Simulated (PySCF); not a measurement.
# C5H11Si: g tensor and hyperfine couplings

Species: C5H11Si (doublet state).
Z-matrix (Å and degrees, GFN2-xTB geometry), rows numbered from 1:
```
C 
Si  1  1.9082
C   2  1.9082  1  110.95
C   2  1.8927  1  109.84  3   121.70
C   4  1.5025  2  120.86  1    83.44
C   5  1.4922  4   60.22  2   110.04
H   1  1.0857  2  111.73  3  -179.35
H   1  1.0856  2  111.33  3    59.95
H   1  1.0891  2  110.49  3   -59.57
H   3  1.0857  2  111.71  1   179.39
H   3  1.0891  2  110.49  1    59.62
H   3  1.0857  2  111.32  1   -59.91
H   4  1.0877  2  115.10  1   -61.22
H   5  1.0803  4  118.46  6   108.34
H   5  1.0798  4  118.25  6  -107.88
H   6  1.0803  4  118.47  5  -108.29
H   6  1.0797  4  118.29  5   107.85
```

The hyperfine couplings belong to this conformer and change with its torsions.

As a line formula: `C[Si](C)C1CC1` [radical].

The calculation used UKS B3LYP, pcH-1 on C H Si, non-relativistic, mean-field spin-orbit, GIAO in PySCF 2.14.0. Isolated species at its GFN2-xTB geometry (one conformer only). The geometry wasn't refined by DFT: couplings that depend on bond lengths, twists or pyramidal angles can differ widely from those at the functional's own minimum, by a factor of two or more for some ions and for spin on atoms past the first row. No stability test was run, so a lower SCF solution isn't excluded.

| Item | Value |
| --- | --- |
| g1, g2, g3 | 2.00212, 2.00299, 2.00421 |
| g_iso | 2.00311 |
| Form of g | rhombic: the two nearest values differ by 42 % of g3 − g1 |
| ⟨S²⟩ | 0.7512 (exact 0.7500) |
| α and β electrons | 28, 27 |

Hyperfine couplings atom by atom, in 10⁻⁴ cm⁻¹; T1 to T3 are the principal values of the dipolar part; ρ(0) is the spin density at the nucleus (1 × 10⁻⁴ cm⁻¹ = 2.998 MHz):

```csv
atom,isotope,a_iso,of which spin–orbit,T1,T2,T3,Mulliken spin population,ρ(0) (bohr⁻³)
C1,13C,11.0,0.0,-1.5,-1.4,2.9,0.00,0.0292
Si2,29Si,-164.3,0.3,-54.7,27.3,27.4,0.94,0.5552
C3,13C,11.0,0.0,-1.5,-1.4,2.9,0.00,0.0293
C4,13C,9.0,0.0,-1.3,-1.2,2.5,0.00,0.0240
C5,13C,1.8,0.0,-0.3,-0.1,0.4,0.00,0.0049
C6,13C,1.8,0.0,-0.3,-0.1,0.4,0.00,0.0049
H7,1H,0.3,0.0,-1.5,-0.8,2.3,0.00,0.0002
H8,1H,0.4,0.0,-1.5,-0.8,2.3,0.00,0.0003
H9,1H,18.4,0.0,-1.3,0.0,1.3,0.03,0.0123
H10,1H,0.3,0.0,-1.5,-0.8,2.3,0.00,0.0002
H11,1H,18.4,0.0,-1.3,0.0,1.3,0.03,0.0123
H12,1H,0.4,0.0,-1.5,-0.8,2.3,0.00,0.0003
H13,1H,13.9,0.0,-1.3,-0.1,1.3,0.02,0.0093
H14,1H,-0.3,0.0,-0.5,-0.3,0.8,0.00,-0.0002
H15,1H,-0.2,0.0,-1.1,-0.7,1.8,0.00,-0.0002
H16,1H,-0.3,0.0,-0.5,-0.3,0.8,0.00,-0.0002
H17,1H,-0.2,0.0,-1.1,-0.7,1.8,0.00,-0.0002
```

The largest Mulliken spin population is on Si2 (+0.94). The angles at Si2 add up to 330.7°, so it is pyramidal.

Under fast tumbling the dipolar parts average out, and these isotropic splittings remain: 1 × 1H (H13, I = 1/2, 2 lines) with 1.49 mT and 6 × 1H (H7 (×6), I = 1/2, 7 lines) with 0.68 mT.

Nuclei that the bonding pattern makes equivalent are averaged, as if the motion that swaps them (rotation, inversion, ring flip) were fast. The six 1H nuclei of mean +19.1 MHz run from 0.9 to 55.1 MHz in the frozen geometry.

The 13C coupling of C1/C3 (mean 32.9 MHz) shows only in satellite lines or after enrichment, since that isotope makes up about 1.07 % of natural carbon.

The 29Si coupling of Si2 (-492.5 MHz) shows only in satellite lines or after enrichment, since that isotope makes up about 4.7 % of natural silicon.
